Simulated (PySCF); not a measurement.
# Two probes of the same atoms: core binding energy and nuclear shielding

Species: C5H10OSi.
SMILES with atom numbers: `[CH2:1]=[CH:2][CH2:3][SiH2:4][O:5][CH:6]=[CH2:7]`

Binding energies: delta-SCF UKS SCAN, pcX-2 on the ionised atom, pcseg-1 elsewhere, spin-free X2C (PySCF 2.14.0). Shieldings: GIAO PBE0/pcSseg-1, non-relativistic, same geometry.

| atom | C 1s (eV) |
| --- | --- |
| C1 | 290.01 |
| C2 | 290.65 |
| C3 | 290.51 |
| C6 | 292.12 |
| C7 | 289.81 |

Q: What are the absolute isotropic shieldings of these atoms?

A: 
```json
{"atom": "C7", "environment": "terminal =CH2 carbon", "C 1s (eV)": "289.81", "isotropic shielding (ppm)": "84.8"}
{"atom": "C1", "environment": "terminal =CH2 carbon", "C 1s (eV)": "290.01", "isotropic shielding (ppm)": "62.1"}
{"atom": "C3", "environment": "sp3 carbon bound to silicon", "C 1s (eV)": "290.51", "isotropic shielding (ppm)": "160.3"}
{"atom": "C2", "environment": "alkene CH carbon", "C 1s (eV)": "290.65", "isotropic shielding (ppm)": "42.4"}
{"atom": "C6", "environment": "vinylic carbon bearing oxygen", "C 1s (eV)": "292.12", "isotropic shielding (ppm)": "29.3"}
```

Q: Among the listed atoms, is the one with the highest binding energy also the least shielded?

A: Yes: C6 has both (292.12 eV, 29.3 ppm).

By binding energy: C7 < C1 < C3 < C2 < C6. By shielding: C6 < C2 < C1 < C7 < C3.

Spin contamination (⟨S²⟩ against 0.75 for a pure doublet) is marked for C 1s of C6 (0.85), which makes this value less certain. The structure is a single PBE0-D3(BJ)/def2-SVP conformer in the gas phase; no vibrational or solvent corrections.

The values belong to the conformer `[CH2:1]=[CH:2][CH2:3][SiH2:4][O:5][CH:6]=[CH2:7]`: C1–C2–C3–Si4 110°, C2–C3–Si4–O5 58°, C3–Si4–O5–C6 -154°, Si4–O5–C6–C7 -163°.
